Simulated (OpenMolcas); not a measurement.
**Co5+, Rh5+, Ir5+: d4 down the group**

```
Program             : OpenMolcas 26.06
Method              : CASSCF
Basis               : ANO-R2
Scalar Hamiltonian  : X2C, finite nucleus
Spin-orbit coupling : RASSI with atomic mean-field integrals over the reference wave functions, term energies averaged over their components
```

Active space for each ion: 4 electrons in 10 orbitals (d d).

Computed levels in cm-1 above 5D0:

```
                               Level   Co5+   Rh5+   Ir5+
                                 5D1    205    631   5043
                                 5D2    602   1687   9609
                                 5D3   1168   3005  13313
                                 5D4   1881   4494  15938
                                 3H4  29937  21879  25374
                                 3H5  30393  23356  31671
                                 3H6  30886  24550  34428
                              3P0(1)  31690  21437  23774
                              3P1(1)  32901  24552  32526
weight of 5D in the lowest level (%)    100     97     68
```

Mixed levels, with the weight of the term that names them: Ir5+ 5D0 (68 %), Ir5+ 5D4 (71 %), Ir5+ 3H4 (59 %), Ir5+ 3H6 (74 %), Ir5+ 3P0(1) (54 %).

Measured, with the error of the calculation in %. Measured levels: Co5+ from Sugar and Corliss, J. Phys. Chem. Ref. Data 10, 1097 (1981).

```csv
Level,Co5+
5D1,204 (+0.7)
5D2,589 (+2.2)
5D3,1125 (+3.9)
5D4,1782 (+5.6)
3H4,28377 (+5.5)
3H5,28806 (+5.5)
3H6,29234 (+5.7)
3P0(1),27166 (+16.7)
3P1(1),28462 (+15.6)
```

The fine-structure level 5D4 changes by a factor of 8.47 from Co5+ to Ir5+.

Without spin-orbit coupling 3H lies 29360, 20849, 19374 cm-1 above 5D in that order; the difference to the level 3H4, of either sign, comes from spin-orbit coupling, which also lowers the zero.

Without dynamic correlation excited terms often stand tens of per cent too high (terms of higher spin than the ground term too low), and those without a measured partner can miss by more than the paired ones. Active for correlation alone: 4d; no level in the range computed is led by a configuration that fills it, so any true level of that kind is missing (holds for Co5+). Active for correlation alone: 5d; no level in the range computed is led by a configuration that fills it, so any true level of that kind is missing (holds for Rh5+). Active for correlation alone: 6d; no level in the range computed is led by a configuration that fills it, so any true level of that kind is missing (holds for Ir5+). Computed and measured levels are paired by configuration, term and J; levels that our copy of the source lacks, or whose pairing is in doubt (as where it misses far off the trend of its configuration), stay unpaired and out of the deviations. Levels of configurations outside the active space are missing.

A number in round brackets counts repeated terms of one configuration in the order of the reference energies.
